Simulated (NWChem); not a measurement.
C2H5FOSi; SMILES C=C(F)[SiH2]O

```xyz
10

C      0.9686     1.8071     0.4026
C      0.0684     0.9084     0.0061
F     -1.2383     1.2987    -0.1378
Si     0.3572    -0.8999    -0.4263
O     -0.3873    -1.9425     0.6373
H      0.6954     2.8393     0.6053
H      2.0056     1.5176     0.5324
H      1.8089    -1.1676    -0.3186
H     -0.1351    -1.1050    -1.8166
H     -1.3544    -1.9273     0.6547
```
Atoms are numbered in this order, from 1.

Computed with NWChem. Medium grid unless said otherwise, to which SCAN and Minnesota functionals are sensitive. Geometry: optimised at B3LYP/6-31G* (spherical d). Hybrids' shares of exact exchange are those that their runs print; pure functionals count as 0. The functionals differ in more than this share.

```
row                    share of exact exchange  orbital gap (eV)
---------------------  -----------------------  ----------------
PBE/def2-SVP                              0.00              5.05
PW91/def2-SVP                             0.00              5.04
B3LYP/def2-SVP                            0.20          withheld
M05-2X/def2-SVP                           0.56              9.69
Hartree-Fock/def2-SVP                     1.00             13.78
```

Task: Fit a straight line of the last column on the one before it, predict the withheld value, and compare with the run.

Result: 
1. Means of the 4 shown rows: x = 0.390, y = 8.390. Slope Σ(x − x̄)(y − ȳ)/Σ(x − x̄)² = 6.118/0.7052 = 8.676; intercept 5.006.
2. The shown rows scatter about the line by 0.104 (root mean square); the largest residual is -0.17, at M05-2X/def2-SVP.
3. At x = 0.20 (B3LYP/def2-SVP; inside the shown range) the line gives 6.74.
4. The run gives 6.82, +0.08 from the line, 0.8 times the scatter.
